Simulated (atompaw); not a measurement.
# Ranking PAW (atompaw) potentials for Co (Z = 27)

All share these settings but for the change named:

atompaw 4.2.0.5 input, output lines left out:

```
Co 27
LDA-PW scalarrelativistic loggrid 1500 logderivrange -2 5 176
4 4 3 0 0 0
4 0 1
4 1 0
3 2 8
0 0 0
c
c
c
v
c
c
v
v
2
3.00 2.35 2.15 2.15
y
4.05
n
y
2.15
n
y
0.35
n
custom polynom gramschmidtortho sinc
bessel
2.30
2.30
3.00
3.00
1.50
1.50
```

Cutoff: the first of the cutoffs (Ry, on a coarse ladder) from which the occupation-weighted sum of valence levels, in a spherical-Bessel basis at the reference potential, stays within 10 and 1 mRy of its value at 400 Ry; the density cutoff is not measured.

The base gives 70 Ry.

Of 9 variants that were run, those that failed, showed a ghost or another fault, or gave nearly equal values are left out.

A variant can come out equal or close to the base.

Q: Rank these variants from softest to hardest (loose cutoff).
A. local potential bessel scheme, radius 1.66 bohr
B. core [Ne], valence charge 17; reference 3s2 3p6 3d7 4s1.75 4p0.25; waves now 3s (bound): rc 1.20 bohr; 4s (bound): rc 1.65 bohr; 3p (bound): rc 0.85 bohr; 4p (bound): rc 1.65 bohr; 3d (bound): rc 1.35 bohr; 3d channel at 1.15 Ry: rc 1.35 bohr; local potential bessel scheme, radius 1.65 bohr; core correction smooth core density matched at 0.85 bohr; augmentation sinc compensation charge, radius 1.35 bohr; PAW radius 1.65 bohr; waves and projectors: custom polynom gramschmidtortho
C. augmentation sinc compensation charge, radius 2.35 bohr; PAW radius 3.00 bohr; waves and projectors: modrrkj vanderbiltortho

A: C (45 Ry), A (70 Ry), B (90 Ry).
